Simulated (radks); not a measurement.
Numerical settings for the dysprosium ion Dy+, [Xe] 4f10 6s1. Method: scalar-relativistic Kohn-Sham, BLYP, spin-polarised, spherical densities, finite nucleus; open shells are filled with parallel spins first (spin-orbit coupling, left out, can overturn this in heavy ions); Fermi nuclear charge, rms radius 5.2218 fm; computed with a radial shooting solver on a logarithmic mesh with Libxc functionals. The defaults (mesh step 0.008 in ln r, mesh end at 40 bohr or more with all orbitals vanishing there, Anderson mixing 0.5 over 9 steps, residual threshold near 1e-9 with the energy settled to 1e-9 hartree or 1e-11 of itself, here a cap of 62 iterations) give E = -12156.9032 hartree and 4f at -7.630 eV in 17 iterations. Run on one thread of a shared host, so times are rough (Arm Neoverse V2): 0.28 s of CPU time, 0.28 s wall, 17 iterations on 2360 mesh points. Changes against that run (0 stands for a change within the tolerance of the run):

setting                    iterations         converged  E (mhartree)  e(4f) (meV)  CPU (s)
mesh step in ln r 0.2               4                no      diverged            -     0.01
mesh step in ln r 0.05             16               yes       +0.0433      -0.0324     0.06
mesh step in ln r 0.02             16               yes     +0.000523            0     0.12
mesh end (bohr) 1                  16  level above zero     +2.78e+05    +3.67e+05     0.36
mesh end (bohr) 3                  17  level above zero     +1.84e+03    +1.28e+04     0.23
residual threshold 0.001           11               yes             0        +2.38     0.21
residual threshold 0.1             11               yes             0        +2.38     0.21
mixing 0.05                        49               yes             0            0     0.74
linear mixing, mixing 0.2          62                no             0     -0.00375     0.82
linear mixing, mixing 0.8          62                no     +8.31e+04    +6.12e+03      2.1
mixing history 3                   22               yes             0            0     0.32
iteration cap 8                     8                no        +0.123         +133     0.16

Settled on a wrong energy, with an occupied level pushed above zero by the early mesh end: mesh end (bohr) 1 (+278 hartree); mesh end (bohr) 3 (+1.84 hartree). Apart from these: no run marked as converged misses the energy by more than 1 mhartree. A mesh that ends early acts as a hard wall.
